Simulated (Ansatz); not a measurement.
`[BH2][AlH][O]C` + `C[SiH](N)O[SiH3]` → `[BH2][AlH][CH3]` + `CO[SiH](N)O[SiH3]`  (redistribution)

Program: Ansatz. Geometries: PBE0-D4/def2-TZVP. ΔE: electronic, gas phase. CBS: MP2 limit from def2 TZ/QZ plus the TZ coupled-cluster correction, frozen cores. Functionals use def2-TZVPP. B3LYP here is the variant with VWN-RPA as its local correlation; programs differ in this. One conformer a species, not always the lowest.

```csv
level,ΔE (kJ/mol),difference from CCSD(T)/CBS
PBE-D4,26.4,2.0
r2SCAN-D4,24.9,0.5
PBE0-D4,24.5,0.1
B3LYP-D4,26.2,1.8
ωB97X-V,25.8,1.4
ωB97M-V,24.6,0.2
B2PLYP,27.6,3.2
PBE,27.3,2.9
r2SCAN,25.3,0.9
PBE0,25.4,1.0
B3LYP,27.6,3.2
HF/def2-TZVPP,22.5,-1.9
MP2/def2-TZVPP,27.4,3.0
SCS-MP2/def2-TZVPP,27.6,3.2
CCSD/def2-TZVPP,24.9,0.5
CCSD(T)/def2-TZVPP,25.2,0.8
HF/def2-QZVPP,22.1,-2.3
MP2/def2-QZVPP,26.9,2.5
SCS-MP2/def2-QZVPP,27.0,2.6
HF/CBS(def2),22.1,-2.3
MP2/CBS(def2),26.6,2.2
CCSD/CBS(def2),24.1,-0.3
CCSD(T)/CBS,24.4,0
```

Largest T1 diagnostic among the species: 0.012.
